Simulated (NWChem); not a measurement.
# CuNH₃Br; SMILES [Br][Cu]<-[NH3]

```xyz
6

Cu     0.0020     0.0040     1.7821
Br     0.0059     0.0120    -0.4363
N     -0.0014    -0.0030     3.7329
H     -0.2185    -0.9252     4.1146
H     -0.6914     0.6435     4.1193
H      0.9035     0.2687     4.1208
```
Atoms are numbered in this order, from 1.

All runs: NWChem. Pople sets run with spherical d functions. Geometry: optimised at PBE0/def2-SVP. GIAO values for the isolated, static molecule; σ is the absolute isotropic shielding, δ = σ(reference) − σ with the isolated reference molecule computed at the same levels (1H: tetramethylsilane, 15N: ammonia). Spin-orbit effects, on the heavy nuclei and on their neighbours, are missing.

### Question
What does the run give for B3LYP/6-31G*? Quantities: σ Cu1 (ppm); σ Br2 (ppm); δ N3 (ppm); δ H4 (ppm).

### Answer
```
Item         Result
-----------  ------
σ Cu1 (ppm)  -140.0
σ Br2 (ppm)  3073.0
δ N3 (ppm)    -11.6
δ H4 (ppm)     1.19
```
